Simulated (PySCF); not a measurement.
A geometry optimisation, step by step.

C₃H₆AlNSn.
Atom-mapped SMILES: `[C:1]1#[N+:2][AlH2-:3][CH:4]=[CH:5][SnH2:6]1` (hydrogens: H7, H8 on Al3; H9 on C4; H10 on C5; H11, H12 on Sn6)
Bond orders are those of one Lewis drawing.

Computed by this run: PBE0-D3(BJ)/def2-SVP geometry optimisation, gas phase, def2 core potentials past Kr (PySCF); density fitting, grid level 1; the optimiser is geomeTRIC in internal coordinates, started from a GFN2-xTB structure with every atom displaced at random (about 0.01 Å). The frame can shift and turn from step to step; on so coarse a grid that alone can change the energy by a few meV, and forces under 0.02 eV/Å are noise.

Step 0: E = -17110.8736 eV, largest atomic force 2.632 eV/Å
```
atom  x, y, z in Å  |  force x, y, z in eV/Å
C1      0.692   -0.920   -0.747    0.316   1.070   0.931
N2      0.466   -1.817   -1.431    0.018  -1.058  -0.379
Al3    -0.596   -2.001   -3.049    0.317   1.032  -0.425
C4     -1.147   -0.011   -3.111   -0.442  -2.006  -0.982
C5     -1.031    1.091   -2.431    1.059   1.335   2.006
Sn6     0.192    1.194   -0.586    0.086  -0.292   0.011
H7      0.412   -2.353   -4.193    0.277  -0.097  -0.358
H8     -1.739   -2.950   -2.723   -0.895  -0.634   0.241
H9     -1.818    0.123   -3.970   -0.141   0.073  -0.370
H10    -1.450    2.072   -2.619   -0.358   0.329  -0.350
H11    -0.436    1.277    1.012   -0.200   0.087  -0.128
H12     1.752    1.894   -0.469   -0.037   0.161  -0.198
```

Step 1: E = -17111.1066 eV, largest atomic force 0.547 eV/Å
```
atom  x, y, z in Å  |  force x, y, z in eV/Å
C1      0.750   -0.943   -0.691    0.006  -0.006   0.037
N2      0.518   -1.841   -1.391    0.057  -0.004   0.076
Al3    -0.583   -1.993   -3.066   -0.084  -0.035  -0.140
C4     -1.134   -0.049   -3.091   -0.266   0.401   0.141
C5     -0.963    1.051   -2.331   -0.057  -0.254  -0.481
Sn6     0.224    1.163   -0.584    0.097  -0.068   0.238
H7      0.441   -2.364   -4.234   -0.001  -0.020   0.025
H8     -1.796   -2.983   -2.716    0.081   0.063  -0.002
H9     -1.819    0.173   -3.937    0.107  -0.117   0.009
H10    -1.436    2.011   -2.586    0.004  -0.038   0.012
H11    -0.607    1.367    0.889    0.002   0.020   0.106
H12     1.702    2.007   -0.580    0.054   0.058  -0.020
```

Step 2: E = -17111.1177 eV, largest atomic force 0.201 eV/Å
```
atom  x, y, z in Å  |  force x, y, z in eV/Å
C1      0.745   -0.941   -0.681   -0.017   0.002   0.009
N2      0.510   -1.836   -1.384    0.032   0.008   0.030
Al3    -0.588   -1.988   -3.071   -0.010  -0.001  -0.061
C4     -1.148   -0.046   -3.106   -0.047   0.091   0.173
C5     -0.975    1.053   -2.353    0.045  -0.111  -0.061
Sn6     0.218    1.165   -0.563   -0.065  -0.053  -0.065
H7      0.446   -2.368   -4.226    0.003  -0.007   0.008
H8     -1.793   -2.975   -2.720    0.014   0.008   0.007
H9     -1.814    0.148   -3.970    0.034   0.028  -0.003
H10    -1.447    2.012   -2.611    0.031   0.015   0.045
H11    -0.561    1.364    0.950    0.005   0.005  -0.058
H12     1.704    2.012   -0.582   -0.025   0.013  -0.025
```

Step 3: E = -17111.1206 eV, largest atomic force 0.054 eV/Å
```
atom  x, y, z in Å  |  force x, y, z in eV/Å
C1      0.745   -0.945   -0.679   -0.006   0.007   0.017
N2      0.511   -1.839   -1.382    0.022  -0.004   0.012
Al3    -0.588   -1.989   -3.070   -0.007   0.012  -0.041
C4     -1.152   -0.046   -3.099   -0.030  -0.018   0.041
C5     -0.973    1.050   -2.349    0.033  -0.006  -0.012
Sn6     0.218    1.160   -0.569   -0.009  -0.020   0.001
H7      0.446   -2.368   -4.225    0.003   0.000   0.004
H8     -1.790   -2.977   -2.718   -0.002  -0.005   0.007
H9     -1.810    0.154   -3.966   -0.001   0.006  -0.013
H10    -1.439    2.013   -2.601    0.012   0.018   0.008
H11    -0.569    1.370    0.935    0.001   0.005  -0.008
H12     1.698    2.015   -0.596   -0.016   0.005  -0.015
```

Step 4: E = -17111.1213 eV, largest atomic force 0.038 eV/Å
```
atom  x, y, z in Å  |  force x, y, z in eV/Å
C1      0.745   -0.946   -0.675   -0.006  -0.001   0.008
N2      0.512   -1.841   -1.379    0.013   0.001   0.004
Al3    -0.589   -1.989   -3.070   -0.008   0.006  -0.013
C4     -1.156   -0.047   -3.096   -0.018  -0.032  -0.009
C5     -0.970    1.049   -2.349    0.012   0.026   0.005
Sn6     0.217    1.157   -0.570    0.001  -0.008   0.019
H7      0.446   -2.368   -4.223    0.002   0.003   0.002
H8     -1.788   -2.981   -2.714   -0.002  -0.006   0.004
H9     -1.811    0.155   -3.966   -0.002  -0.001  -0.004
H10    -1.430    2.015   -2.600    0.003   0.004  -0.008
H11    -0.571    1.376    0.931    0.000   0.000   0.000
H12     1.692    2.018   -0.607    0.005   0.008  -0.007
```

Step 5: E = -17111.1214 eV, largest atomic force under 0.02 eV/Å
```
atom  x, y, z in Å  |  force x, y, z in eV/Å
C1      0.745   -0.946   -0.672   -0.005  -0.002   0.002
N2      0.514   -1.841   -1.377    0.006   0.003  -0.001
Al3    -0.591   -1.990   -3.068   -0.007   0.000   0.002
C4     -1.159   -0.049   -3.095   -0.006  -0.015  -0.011
C5     -0.969    1.048   -2.350    0.006   0.017   0.008
Sn6     0.217    1.157   -0.570    0.007   0.006   0.003
H7      0.446   -2.367   -4.222    0.001   0.003   0.000
H8     -1.786   -2.985   -2.710    0.001  -0.003   0.001
H9     -1.812    0.153   -3.966   -0.001  -0.002   0.001
H10    -1.424    2.016   -2.604    0.000  -0.003  -0.009
H11    -0.571    1.381    0.929   -0.001  -0.001   0.005
H12     1.691    2.021   -0.613   -0.002  -0.001  -0.001
```

**Question.** Summarise the path.

**Answer.** The energy falls by 0.2478 eV from step 0 to step 5; nine tenths of that is first reached at step 1. It falls at every step. The largest force goes from 2.632 to under 0.02 eV/Å. Among the bonds N2–Al3 changes most, from 1.944 to 2.025 Å; the atoms move by 0.093 Å rms after alignment.

The cost below is that of the whole optimisation. Hardware: Arm Neoverse V1, one thread, on a shared host. Cost: 56 s wall, 0.53 GiB resident at most.
